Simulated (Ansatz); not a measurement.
Sn4H8, relaxed as a singlet with RKS PBE-D4/def2-SVP in Ansatz, starting from the GFN1-xTB geometry. Force threshold 0.02 eV/Å.

In the def2 sets Sn takes a core potential; there is no spin–orbit coupling. The structure comes from a short search, and lower isomers may exist.

Start:

```xyz
12

Sn    1.454    0.985   -0.592
Sn   -1.800   -0.946    0.583
Sn    0.945   -1.615    0.378
Sn   -1.336    1.857    0.598
H    -2.312   -2.234   -0.443
H     1.887    1.643   -2.124
H    -2.601    2.026   -0.622
H     1.962   -2.375   -0.783
H     1.926    2.374    0.302
H    -2.012   -1.847    2.032
H     2.156   -1.486    1.593
H    -0.268    1.618   -0.923
```

Problem. Estimate the energy that the relaxation releases and the steps that it takes.

Solution. 16.8 kcal/mol, in 38 steps; 62 s on 4 threads of Arm Neoverse V1 on a shared host. The force fell under the threshold at step 30, but the optimiser went on and released 0.005 eV more. No frequencies were taken in this run, so the end may be a saddle point.

Problem. Does the start keep its bonding and symmetry?

Solution. By distances, no bond broke or formed. The bond that changes most is Sn4–H12, from 1.87 to 2.00 Å (atoms count from 1).

Problem. Predict the relaxed structure.

Solution. 
Cartesian coordinates in Å:
```
Sn 1.391 1.325 -0.317
Sn -1.708 -1.008 0.875
Sn 0.966 -1.457 0.052
Sn -2.138 1.599 -0.388
H -2.640 -2.383 0.343
H 1.694 2.075 -1.853
H -1.403 0.832 -1.851
H 1.225 -2.122 -1.533
H 2.273 2.251 0.867
H -1.663 -1.145 2.614
H 2.266 -2.043 1.054
H -0.263 2.076 0.137
```
Bond lengths (bridged metal pairs left out): 3 × Sn–Sn 2.83 to 2.93 Å; 9 × H–Sn 1.74 to 2.00 Å.
